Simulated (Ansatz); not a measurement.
Born–Oppenheimer molecular dynamics of BCl2FH (5 atoms, charge 0, multiplicity 2). It starts at the highest image of a converged band. Of that band: Neighbouring images differ by up to 2.5 eV, so the band resolves the path poorly. A vibrational analysis at the climbing image gives 2 clearly imaginary modes (1395i, 583i cm⁻¹): a point of higher order. A lower path may pass nearby, or the ends, which weren't checked, may share the extra mode.

All numbers below come from UKS PBE0/def2-SVP in Ansatz 0.2.0.

| Item | Value |
| --- | --- |
| ensemble | NVE (velocity Verlet) |
| time step | 0.5 fs |
| steps asked | 200 |
| starting velocities drawn for | 100 K |
| seed | 3006 |

First frame:

```xyz
5
Properties=species:S:1:pos:R:3
B 0.000 0.000 -0.107
F 0.000 0.000 1.672
Cl 1.522 0.000 -0.928
Cl -1.522 0.000 -0.928
H 0.000 0.000 2.792
```

(1) How far do the bonds stretch over the last three quarters of this one trajectory? (Pairs bonded in most of those frames.)

Answers

(1) 
```csv
bond,mean (Å),spread (Å),shortest,longest
B1–F2,1.413,0.174,1.11,1.67
B1–Cl3,1.747,0.104,1.59,1.92
B1–Cl4,1.748,0.101,1.58,1.90
```

Mean temperature of the second half: 4439 K. The conserved energy stayed within 1.2 meV per atom of its start (net change -1 meV per atom), so the integration is sound. The kinetic energy rose, since the run started high on the potential surface and went downhill. It ends in pieces (BCl2F + H), so much of that is their flight and rotation, not heat. A run of 0.1 ps of so small a system gives no equilibrium averages.

The run took 5.7 min on 2 threads of Arm Neoverse V1 (shared host), peak memory 0.18 GiB.
